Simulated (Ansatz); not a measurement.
C2H8BFSi (`CB([SiH3])CF`), relaxed with RKS PBE0-D4/def2-TZVP in the Gaussian-basis code of Ansatz from a PBE-D4/def2-SVP geometry. The force threshold is 0.005 eV/Å; the program also tests the step.

Total charge 0; spin multiplicity 1.

Start:

```xyz
13

C    -0.348    0.018   -1.682
B    -0.009    0.122   -0.155
Si    0.061   -1.480    1.098
C     0.288    1.518    0.492
F     0.539    1.503    1.863
H    -1.386   -0.377   -1.776
H     0.278   -0.756   -2.178
H    -0.284    0.963   -2.261
H    -0.949   -1.323    2.207
H     1.424   -1.584    1.739
H    -0.218   -2.794    0.408
H    -0.561    2.217    0.282
H     1.165    1.975   -0.036
```

| step | energy (eV) | largest force (eV/Å) | largest move (Å) |
| --- | --- | --- | --- |
| 1 | -13467.6596 | 0.571 | 0.000 |
| 2 | -13467.7025 | 0.184 | 0.042 |
| 3 | -13467.7065 | 0.047 | 0.025 |
| 4 | -13467.7068 | 0.017 | 0.009 |
| 5 (rejected) | -13467.7068 | 0.083 | 0.021 |
| 6 | -13467.7070 | 0.011 | 0.010 |
| 7 | -13467.7070 | 0.009 | 0.008 |
| 8 | -13467.7070 | 0.005 | 0.007 |
| 9 | -13467.7071 | 0.008 | 0.013 |
| 10 | -13467.7071 | 0.023 | 0.031 |
| 11 | -13467.7071 | 0.018 | 0.003 |
| 12 | -13467.7072 | 0.002 | 0.004 |
| 13 | -13467.7072 | 0.001 | 0.009 |
| 14 | -13467.7072 | 0.002 | 0.013 |

End:

```xyz
13

C    -0.343    0.013   -1.646
B    -0.011    0.121   -0.125
Si    0.042   -1.494    1.098
C     0.290    1.531    0.464
F     0.577    1.566    1.823
H    -1.328   -0.453   -1.775
H     0.351   -0.685   -2.130
H    -0.331    0.956   -2.199
H    -0.936   -1.335    2.210
H     1.399   -1.641    1.695
H    -0.282   -2.758    0.378
H    -0.566    2.199    0.280
H     1.139    1.981   -0.073
```

It took 49 s on 4 threads of an Arm Neoverse V1 on a shared host, with 0.54 GiB of host memory at the peak.
